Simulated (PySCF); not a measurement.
# Vibration and rotation of TeI

UHF-CCSD(T) constants of TeI, ²Π (doublet), unpaired electrons π ↑ (PySCF, spin-free X2C with a Gaussian nucleus, basis sets Te x2c-TZVPPall, I x2c-TZVPPall; masses 129.9062 and 126.9045 u):

```
ωe              : 212.0 cm⁻¹
ωexe            : 0.266 cm⁻¹
Be              : 0.03663 cm⁻¹
αe              : 8.56e-05 cm⁻¹
D (centrifugal) : 4.37e-09 cm⁻¹
De to Te + I    : 1.89 eV
```

Question: Give the vibrational terms G(v) and spacings up to v = 6.

Answer: G(v) = ωe(v+½) − ωexe(v+½)².

```csv
v,G(v) (cm⁻¹),G(v) − G(v−1),Bv (cm⁻¹)
0,105.9,,0.03659
1,317.4,211.5,0.03650
2,528.3,210.9,0.03642
3,738.7,210.4,0.03633
4,948.6,209.9,0.03624
5,1158.0,209.3,0.03616
6,1366.8,208.8,0.03607
```

Correlated steps freeze 36 core orbitals. These are scalar-relativistic numbers at best; spin–orbit coupling would shift them, the dissociation energy most. The state is the lowest determinant that a PBE0 search found; another state may lie lower at other levels.
